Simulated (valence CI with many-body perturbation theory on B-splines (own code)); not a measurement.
**Sensitivity of CI+MBPT for Rh30+**

Computed by relativistic CI+MBPT: five valence electrons over a frozen Dirac-Fock core [Ne], a basis of 6 s, 6 p, 5 d, 3 f, 1 g functions for each j, with the one-electron correlation potential Σ1 (screened to all orders), the two-electron term Σ2, the three-electron term Σ3, Breit, model QED; selected single and double excitations, second order for the rest (own B-spline code, finite nucleus).

The last digits are not significant, and no measured levels were compared; by estimate large intervals hold to a few tenths of a per cent, small ones and those within an open d or f shell to about a per cent. Among the levels kept, up to 800 cm⁻¹ of a level comes from second order outside the variational space, and about a tenth of that is noise between levels of different J, which matters for small intervals.

The reference run has the lowest level (3s^2 3p1/2^2 3p3/2) J=3/2 and an ionisation energy of 1748.54 eV. Its largest variational space holds 10000 state functions.

Levels are named by their leading jj configuration (3d3/2^4 stands for four electrons in 3d with j = 3/2), which in mixed levels can hold well under half, so a name can repeat and another be missing. Letters in brackets count levels of one name in rising energy.

Changed runs:
A. highest l with Σ1, explicit Σ2 and valence Breit (higher l get mean screening factors) 3 → 0
B. Breit term on → off; QED terms on → off
C. hole-hole ladder in Σ2 on → off
D. start configuration 3s2 3p3 → 3s2 3p4 (bad on purpose)

Excitation energies of the reference run in cm⁻¹, and shifts in cm⁻¹:

```tsv
Level	Reference	A	B	C
(3s^2 3p1/2 3p3/2^2) J=3/2	223699	-915	+3404	-33
(3s^2 3p1/2 3p3/2^2) J=5/2	273909	+166	+4389	-0.8
(3s^2 3p1/2 3p3/2^2) J=1/2	337143	-499	+3412	+39
(3s^2 3p3/2^3) J=3/2	563244	-1165	+7394	-0.1
(3s 3p1/2^2 3p3/2^2) J=5/2	852333	-1816	+5447	-7.7
(3s^2 3p1/2^2 3d3/2) J=3/2 [a]	925721	-316	+3865	-129
(3s 3p1/2^2 3p3/2^2) J=1/2	984392	-1940	+5307	+34
(3s^2 3p1/2^2 3d3/2) J=3/2 [b]	1019180	-361	+4984	-138
(3s^2 3p1/2^2 3d5/2) J=5/2	1070390	+1275	+5682	-278
(3s 3p1/2 3p3/2^3) J=3/2	1122130	-1975	+7842	-39
(3s 3p1/2 3p3/2^3) J=5/2	1162180	-626	+8431	-102
(3s^2 3p1/2 3p3/2 3d3/2) J=3/2	1168540	+78	+7171	-234
Ionisation energy (eV)	1748.54	+3.59	+0.87	-0.035
```

Run D: It gave no result: the electrons of core and valence do not add up to the charge. The program said: "core and valence hold 16 electrons, the ion has 15".
